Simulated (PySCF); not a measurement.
Radial density of Ni (nickel, neutral)

r2SCAN0, [Ar] 3d10, closed-shell 1S (an excited configuration). All numbers are calculated (PySCF 2.14, the non-relativistic Hamiltonian (point nucleus), in dyall-av2z (16s12p7d2f, 101 functions)).

```json
{"r (bohr)": "0.000947", "4πr²ρ (e/bohr)": "0.1596"}
{"r (bohr)": "0.00159", "4πr²ρ (e/bohr)": "0.4360"}
{"r (bohr)": "0.00268", "4πr²ρ (e/bohr)": "1.160"}
{"r (bohr)": "0.00451", "4πr²ρ (e/bohr)": "2.965"}
{"r (bohr)": "0.00758", "4πr²ρ (e/bohr)": "7.059"}
{"r (bohr)": "0.0128", "4πr²ρ (e/bohr)": "14.98"}
{"r (bohr)": "0.0215", "4πr²ρ (e/bohr)": "26.17"}
{"r (bohr)": "0.0361", "4πr²ρ (e/bohr)": "33.61"}
{"r (bohr)": "0.0607", "4πr²ρ (e/bohr)": "29.37"}
{"r (bohr)": "0.102", "4πr²ρ (e/bohr)": "28.35"}
{"r (bohr)": "0.172", "4πr²ρ (e/bohr)": "38.21"}
{"r (bohr)": "0.289", "4πr²ρ (e/bohr)": "23.21"}
{"r (bohr)": "0.486", "4πr²ρ (e/bohr)": "17.78"}
{"r (bohr)": "0.817", "4πr²ρ (e/bohr)": "17.63"}
{"r (bohr)": "1.37", "4πr²ρ (e/bohr)": "5.357"}
{"r (bohr)": "2.31", "4πr²ρ (e/bohr)": "1.076"}
{"r (bohr)": "3.89", "4πr²ρ (e/bohr)": "0.1767"}
{"r (bohr)": "6.54", "4πr²ρ (e/bohr)": "0.01600"}
```
